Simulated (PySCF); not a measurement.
## Energy of Re²⁺ (rhenium, charge +2) between two integer charges

The 5d alpha orbital of [Xe] 4f14 5d5 is emptied in steps (occupation f), with all orbitals relaxed, ending at [Xe] 4f14 5d4. Calculation: PySCF 2.14, in aug-cc-pVTZ-PP with ECP60MDF (6s6p5d3f2g, 88 functions); a scalar-relativistic core potential. The exact energy is a straight line in f; departures are measured from the line between the end points of the same method.

```tsv
f	PBE0 (eV)	r2SCAN (eV)	LC-wPBE (eV)
1	0.000	0.000	0.000
0.8	-0.653	-0.850	-0.189
0.6	-0.981	-1.275	-0.284
0.4	-0.983	-1.275	-0.285
0.2	-0.656	-0.850	-0.190
0	0.000	0.000	0.000
```

Question: For LC-wPBE, how does the orbital energy at f = 1 compare with the removal energy?

Answer: −ε = 26.971 eV against a total-energy difference of 28.146 eV. By Janak's theorem ε = ∂E/∂f, so the gap between them reflects the curvature. Along the path −ε is 27.432 (f = 0.8), 27.904 (f = 0.6), 28.382 (f = 0.4), 28.858 (f = 0.2) eV.

```tsv
method	E(f=0) − E(f=1) (eV)	−ε at f=1 (eV)	−ε at f=0.4 (eV)
PBE0	28.321	24.255	29.133
r2SCAN	28.330	23.023	29.391
LC-wPBE	28.146	26.971	28.382
```

Reference removal energy between the ground levels: 27 ± 1.6 eV (theoretical estimate listed by NIST; NIST Atomic Spectra Database, ionization energies). The calculation has no spin-orbit coupling. The determinant left behind need not be the lowest term of the ion.
